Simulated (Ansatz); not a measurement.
Calculated with Ansatz (gas phase, PBE0-D4/def2-TZVP geometries, no zero-point term in ΔE). CCSD(T)/CBS is the MP2 limit (def2-TZVPP, def2-QZVPP) plus CCSD(T) − MP2 in def2-TZVPP, frozen cores. Functionals use def2-TZVPP. For Sc outer-core shells are correlated without core-valence functions, which leaves a few kJ/mol of doubt a bond. Scalar relativity is left out up to krypton. One conformer a species, not always the lowest.

`[CH3][Sc]([NH2])[NH2]` + `C[N](C)[Al]([OH])[OH]` → `C[N](C)[Sc]([NH2])[NH2]` + `[CH3][Al]([OH])[OH]`  (redistribution)

CCSD(T)/CBS gives -42.0 kJ/mol.

Question: Another level gave -46.1 kJ/mol. Which?
A. r2SCAN-D4/def2-TZVPP
B. ωB97M-V/def2-TZVPP
C. BLYP/def2-TZVPP
D. HF/def2-TZVPP

Answer: A. r2SCAN-D4 -46.1, BLYP -50.2, ωB97M-V -40.7, HF/def2-TZVPP -28.0 kJ/mol.

Largest T1 diagnostic among the species: 0.014.

At CCSD(T), def2-SVP lies −9.0 kJ/mol from the extrapolated value and def2-TZVPP −1.3 kJ/mol. Leaving LDA and LC-ωPBE aside and taking each functional with its dispersion term where it has one, the values, not all of them listed here, spread over 14.1 kJ/mol, from revPBE-D4 to BHLYP-D4.
